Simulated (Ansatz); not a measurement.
`ClB(Cl)Br` + `C[Si]N` → `NB(Cl)Br` + `C[Si]Cl`  (redistribution)

Isolated molecules relaxed with PBE0-D4/def2-TZVP in Ansatz; ΔE leaves out vibrations. CCSD(T)/CBS is the MP2 limit (def2-TZVPP, def2-QZVPP) plus CCSD(T) − MP2 in def2-TZVPP, frozen cores. DFT in def2-TZVPP. For Br outer-core shells are correlated without core-valence functions, which leaves a few kJ/mol of doubt a bond. Scalar relativity is left out up to krypton. One conformer a species, not always the lowest.

`ClB(Cl)Br`:

Z-matrix (Å, degrees):
```
B
Cl 1 1.735
Br 1 1.901 2 119.9
Cl 1 1.735 2 120.1 3 180.0
```

`C[Si]N`:

Z-matrix (Å, degrees):
```
C
Si 1 1.904
H 1 1.094 2 110.7
H 1 1.094 2 115.0 3 123.8
H 1 1.098 2 107.9 3 -115.7
N 2 1.709 1 98.7 3 -143.5
H 6 1.008 2 121.7 1 -178.3
H 6 1.010 2 126.1 1 1.4
```

`NB(Cl)Br`:

Z-matrix (Å, degrees):
```
N
B 1 1.382
H 1 1.005 2 122.5
H 1 1.006 2 122.2 3 -180.0
Cl 2 1.757 1 120.6 3 -180.0
Br 2 1.926 1 119.8 3 -0.0
```

`C[Si]Cl`:

Cartesian coordinates in Å:
```
C -0.558 0.029 -0.222
Si 1.234 0.539 -0.524
Cl 2.083 -0.320 1.185
H -0.634 -1.062 -0.155
H -1.216 0.384 -1.019
H -0.909 0.430 0.735
```

```
             level  ΔE (kcal/mol)  difference from CCSD(T)/CBS
            PBE-D4          -16.5                          0.8
         r2SCAN-D4          -16.8                          0.5
            B97M-V          -17.0                          0.3
           ωB97M-V          -18.2                         -0.9
            r2SCAN          -16.9                          0.4
           r2SCANh          -17.3                          0.0
      MP2/def2-SVP          -15.2                          2.1
     CCSD/def2-SVP          -16.6                          0.7
  CCSD(T)/def2-SVP          -15.7                          1.6
    MP2/def2-TZVPP          -16.1                          1.2
SCS-MP2/def2-TZVPP          -16.5                          0.8
CCSD(T)/def2-TZVPP          -16.7                          0.6
     HF/def2-QZVPP          -20.8                         -3.5
SCS-MP2/def2-QZVPP          -16.8                          0.5
      HF/CBS(def2)          -20.8                         -3.5
     MP2/CBS(def2)          -16.6                          0.7
       CCSD(T)/CBS          -17.3                            0
```

Task: What do rigid-rotor, harmonic-oscillator terms from PBE0-D4/def2-TZVP frequencies (298.15 K, 1 bar) make of the CCSD(T)/CBS value? (An estimate is asked.)

Result: The calculation gave: ΔZPE = +0.6 kcal/mol, ΔH = -16.7 kcal/mol, ΔS = 2 J/(mol·K), ΔG = -16.9 kcal/mol. Modes under 50 cm⁻¹ make the entropy rough.

Largest T1 diagnostic among the species: 0.013.

Leaving LDA and LC-ωPBE aside and taking each functional with its dispersion term where it has one, the values, not all of them listed here, spread over 3.1 kcal/mol, from BHLYP-D4 to revPBE-D4. At CCSD(T), def2-SVP lies +1.6 kcal/mol from the extrapolated value and def2-TZVPP +0.6 kcal/mol.
